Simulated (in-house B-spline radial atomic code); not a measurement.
A calculation on Ho⁺: its settings, and results tabulated from the run. Level of theory: Dirac-Kohn-Sham LDA VWN5, spherical fractional occupations, Fermi nucleus of rms radius 5.2022 fm, inside a hard spherical wall at 3.08 bohr; calculated with a radial B-spline atomic code at the basis-set limit.

Command:
```bash
python run_scf.py task.json out
```
Settings (nuclear radius in fm, mass in u):
```
Z                67
configuration    [Kr] 4d9 4f11 5s2 5p6 6s1 6f1
hamiltonian      dirac
method           lda,vwn
spin_polarised   False
nucleus          fermi
rms_radius       5.2022
atomic_mass      164.93033
speed_of_light   137.035999084
wall_radius      3.08
```

Output (hartree, bohr):
```
 radial grid: 60 intervals, B-splines of order 8, outer radius 3.08 bohr

 iter        energy (Eh)    residual
    1      -12606.360997    4.09e-01
    2      -12605.440246    3.16e-01
    3      -12606.960987    1.18e-01
    4      -12607.330525    7.83e-02
    5      -12606.633782    1.64e-01
    6      -12607.500574    6.14e-03
    7      -12607.502583    8.10e-04
    8      -12607.502607    3.71e-05
    9      -12607.502607    6.70e-07
   10      -12607.502607    3.41e-08

 total energy                    -12607.50261
 kinetic                           13883.2559
 electron-nucleus                 -31160.0311
 Hartree                            4932.8229
 exchange-correlation               -263.5503

 first-order corrections (not in the total)
   Gaunt                            13.5812
   retardation                      -1.4340
   frequency dependence             -0.1968
   self-energy                       9.6126
   Uehling                          -1.6229
   Wichmann-Kroll                    0.0552

 orbital      occ     eigenvalue          <r>       <r^2>       <1/r>     <1/r^3>     <1/r^2>       r_max    small
 1s1/2      2.000     -2035.1667    0.0207552 0.000589092     75.9737           -     13351.7     0.01312  6.26e-02
 2s1/2      2.000      -340.4777    0.0875893  0.00912084      18.238           -     1724.55     0.07485  1.40e-02
 2p1/2      2.000      -324.2423    0.0729213  0.00658484     18.2228           -     547.928     0.05625  1.40e-02
 2p3/2      4.000      -292.7844    0.0800838  0.00780678     15.8817     11579.3     344.048     0.06238  1.29e-02
 3s1/2      2.000       -76.0998     0.229627   0.0603944     6.66788           -     376.885      0.2116  4.48e-03
 3p1/2      2.000       -68.9716     0.219212   0.0559285     6.58887           -     120.965       0.199  4.42e-03
 3p3/2      4.000       -62.3996     0.232767    0.062838     5.99037     2519.32     76.9694      0.2119  4.11e-03
 3d3/2      4.000       -50.1239     0.205331   0.0495996     5.87774     426.204     43.2808      0.1673  3.99e-03
 3d5/2      6.000       -48.6852     0.209537    0.051517     5.73089     374.171     40.6873      0.1709  3.90e-03
 4s1/2      2.000       -15.0881     0.518519    0.303844     2.79547           -      92.281      0.4841  1.44e-03
 4p1/2      2.000       -12.2536     0.527878    0.317507     2.68908           -     28.8685      0.4865  1.36e-03
 4p3/2      4.000       -10.7687     0.559009    0.355786     2.48145     568.459     18.4289      0.5139  1.25e-03
 4d3/2      3.600        -6.0873     0.588473    0.402351     2.26288     82.3909     9.34414      0.5172  1.07e-03
 4d5/2      5.400        -5.8170     0.599496    0.417452     2.21172     71.1171     8.76137      0.5261  1.04e-03
 4f5/2      4.714        -0.2028     0.782156    0.784735     1.66827     10.6039     3.65579      0.5167  6.35e-04
 4f7/2      6.286        -0.1646     0.793658    0.808192     1.64572     10.1676     3.55893      0.5219  6.22e-04
 5s1/2      2.000        -1.8708      1.26093     1.77932     1.05549           -     15.4926       1.131  2.98e-04
 5p1/2      2.000        -1.0879      1.38264     2.13381    0.944349           -     4.29293       1.233  2.43e-04
 5p3/2      4.000        -0.8869      1.45627     2.35399    0.882744     76.5445     2.79176       1.315  2.19e-04
 6s1/2      1.000         0.8108      1.92207     4.09683    0.722374           -     9.17682         2.2  2.22e-04
 6f5/2      0.429         4.1065      1.70389     3.49822    0.876653     4.35594      1.4687       1.368  3.54e-04
 6f7/2      0.571         4.1231      1.70318     3.49707    0.877097     4.28847     1.46344       1.372  3.55e-04
```

Cost of the run: 0.67 s on 1 thread of Arm Neoverse V2 (shared host).

For the Dirac Hamiltonian the kinetic term is c α·p + (β - 1)c².
